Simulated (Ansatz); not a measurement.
The C4–H5 bond of CH4OPb (SMILES C[O][PbH]) is stretched (multiplicity 1, the rest rigid).
Geometry at rest (charge 0, multiplicity 1):
```xyz
7

Pb    -0.181    -0.246     0.340
H     -1.228    -0.742    -1.138
O      1.005     1.069    -0.779
C      0.897     1.349    -2.156
H      0.711     2.418    -2.306
H      1.837     1.100    -2.662
H      0.088     0.788    -2.639
```

Frozen-core correlation. Filled d and f shells under p-block atoms count as core.

Run with Ansatz (Gaussian basis) for Hartree–Fock, density functionals and correlated methods. Values without a source in brackets are computed. In def2 rows elements past Kr take small-core potentials, without spin–orbit coupling.

Energies above the point at 1.096 Å (the B3LYP-D3(BJ) bond length), FIC-MRCISD+Q on CASSCF(2,2)/def2-TZVPP (kcal/mol): 5.36 at 0.987 Å; 3.65 at 1.206 Å; 105.01 at 3.508 Å.

Take the last value as the depth D of a Morse curve D(1 − e^(−a(R − R₀)))², fit a and R₀ to the two near points, and test it at 1.480 and 1.919 Å.


With D = 105.0, both near points (counted from the curve's value at 1.096 Å) are met by a = 1.87 Å⁻¹ and R₀ = 1.096 Å, so k = 2Da² = 733 kcal/(mol Å²). The curve then gives 27.5 and 64.7 kcal/mol; the level itself gives 27.3 and 65.7, so Morse is off by 0.2 and -1.0.

Ansatz is a program for electronic structure.
